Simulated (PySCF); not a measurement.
C2H9BGeS.
Atom-mapped SMILES: `[CH3:1][S:2][BH:3][GeH2:4][CH3:5]` (hydrogens: H6, H7, H8 on C1; H9 on B3; H10, H11 on Ge4; H12, H13, H14 on C5)

Level of theory: PBE0-D3(BJ)/def2-SVP geometry optimisation, gas phase in PySCF.

Question: List the bond lengths, angles and torsions at this level.

Answer: 
```tsv
bond	length (Å)	order
C1–S2	1.817	single
S2–B3	1.757	single
B3–Ge4	2.064	single
Ge4–C5	1.966	single
C1–H6, C1–H7, C1–H8	1.098	single
B3–H9	1.208	single
Ge4–H10, Ge4–H11	1.547	single
C5–H12, C5–H13, C5–H14	1.099	single
```

Bonds in one row agree within 0.01 Å and their mean is given. Orders are formal, as drawn. A selection of angles:
```tsv
angle	degrees
S2–C1–H6	110.8
S2–C1–H8	107.4
H6–C1–H7	109.7
C1–S2–B3	107.2
S2–B3–Ge4	125.8
S2–B3–H9	112.0
Ge4–B3–H9	122.2
B3–Ge4–C5	110.5
B3–Ge4–H10	111.7
C5–Ge4–H10	107.7
C5–Ge4–H11	108.6
H10–Ge4–H11	106.9
Ge4–C5–H12	110.2
Ge4–C5–H14	110.6
H12–C5–H13	108.7
H12–C5–H14	108.3
```

Torsions: C1–S2–B3–Ge4 -2° (synperiplanar); S2–B3–Ge4–C5 -78° (synclinal). The mirror-image conformer, all signs reversed, is as good.

Ge4 (germanium bonded to B, C and 2 H) is tetrahedral (angles from 106.9° to 111.7°). B3 (three-coordinate boron) is planar (angles 125.8°, 122.2° and 112.0°, sum 360.0°, 0.02 Å off the plane of its three neighbours). S2 (sulfur bonded to B and C) is bent (angle 107.2°).

Point group: C1 (no symmetry element, even within 0.4 Å). Not checked by PBE0-D3(BJ)/def2-SVP frequencies. The numbers are those of one conformer.

On Arm Neoverse V1, one thread, shared host with 32 logical CPUs at a one-minute load of 24, this took 66 s of wall time and 0.57 GiB of memory at its peak. These figures are those of the optimisation.
